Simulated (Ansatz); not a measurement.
An input meant for Li₄⁺ (charge 1, quartet; atoms displaced at random, 0.03 Å in each coordinate).

```yaml
crystal:
  periodic: [false, false, false]
  atoms:
    - {symbol: Li, position_ang: [-2.670846, 0.266462, -0.016779]}
    - {symbol: Li, position_ang: [0.538464, 5.321419, -0.100240]}
    - {symbol: Li, position_ang: [-0.585487, -5.430508, 0.224559]}
    - {symbol: Li, position_ang: [2.613584, -0.293049, 0.059166]}
basis:
  gaussian: {orbitals: def2-mTZVP}
total_charge: 1
magnetization: {spin_polarized: true, initial_magnetization: 3}
hamiltonian: {xc: {name: B97}}
```

```sh
$ ansatz run in.yaml --threads 4 --pin off --events-out ev --progress --plain --max-ram 3916MiB
```

Shortened log:

```
Functional definition: B97
409 factors; integrals over basis functions are off by at most 1.8e-4 eV
mean field evaluation 1: about -810.3291 eV, gradient 1.1e0 eV
mean field evaluation 2: about -810.4035 eV, gradient 6.4e-1 eV
mean field evaluation 4: about -810.4049 eV, gradient 4.6e-1 eV
mean field evaluation 8: about -810.4206 eV, gradient 3.0e-3 eV
mean field evaluation 16: about -810.1303 eV, gradient 6.2e-1 eV
mean field evaluation 32: about -810.3994 eV, gradient 2.8e-1 eV
mean field evaluation 64: about -810.3695 eV, gradient 1.2e-3 eV
mean field -810.42061938 eV, -29.7824084393 hartree, gradient 1.7e-5 eV, S^2 3.750037; 7 other end points of the search recorded, 0 dependent functions left out
reference -810.42070239 eV, -29.7824114899 hartree; 7, 4 occupied and 25, 28 virtual orbitals, 409 factors
Total energy: -810.42070239 eV, -29.7824114899 hartree
```

In this input the coordinates are in bohr but typed as ångström. The calculation finished and met its thresholds. The result belongs to that input, not to the species as meant.
